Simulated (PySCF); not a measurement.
Magnetisability: `C=C1C(=C)C[C@]1(F)OC`, C7H9FO

Cartesian coordinates in Å; atom numbers follow the order of the lines, from 1:
```xyz
18

C    -2.517   -0.953    0.813
C    -1.370   -0.518    0.318
C    -0.096   -1.207   -0.118
C     0.468    0.190   -0.486
F     0.660    0.307   -1.866
O     1.578    0.662    0.162
C     2.781   -0.035   -0.120
C    -0.841    0.804   -0.023
C    -1.277    2.052    0.019
H    -3.313   -0.273    1.062
H    -2.696   -2.001    0.984
H     0.445   -1.706    0.683
H    -0.198   -1.876   -0.971
H     3.554    0.469    0.455
H     2.714   -1.083    0.188
H     3.018    0.015   -1.185
H    -2.261    2.290    0.386
H    -0.660    2.869   -0.313
```

Method: PySCF 2.14.0, GIAO PBE0/pcSseg-1 magnetisability, rotational g tensor and spin-rotation constants, non-relativistic, gas phase. Geometry: GFN2-xTB.

(1) How diamagnetic is it, and how anisotropic?

(2) Split it along the inertial axes a, b, c into diamagnetic and paramagnetic parts about the centre of mass, with the quadrupole moment.

(3) And the rotational g tensor?

## Answers

(1) Isotropic -1191 × 10⁻³⁰ J/T², or -71.7 × 10⁻⁶ cm³/mol; principal values -1329, -1166, -1078 × 10⁻³⁰ J/T², anisotropy 220 × 10⁻³⁰ J/T² (root of half the summed squared differences of the principal values). The susceptibility is in cgs units.

(2) 
| axis | χ (10⁻⁶ cm³/mol) | diamagnetic (10⁻⁶ cm³/mol) | paramagnetic (10⁻⁶ cm³/mol) | summed x² of all electrons (Å²) | quadrupole Θ (D Å) |
| --- | --- | --- | --- | --- | --- |
| a | -69.4 | -546.4 | 477.0 | 206.0 | +6.87 |
| b | -66.0 | -1060.8 | 994.7 | 84.8 | +3.82 |
| c | -79.7 | -1233.6 | 1153.9 | 44.0 | -10.69 |

Anisotropies 2χaa − χbb − χcc = +6.9 and 2χbb − χaa − χcc = +17.1 × 10⁻⁶ cm³/mol. Θ is traceless in Buckingham's convention.

(3) 
| axis | rotational constant (GHz) | g | nuclear part | electronic part |
| --- | --- | --- | --- | --- |
| a | 2.7522 | -0.0321 | 0.5846 | -0.6167 |
| b | 1.2588 | -0.0156 | 0.5727 | -0.5883 |
| c | 1.0906 | -0.0021 | 0.5891 | -0.5912 |

Asymmetric top; isotopes 12C, 19F, 1H, 16O; no vibrational averaging.
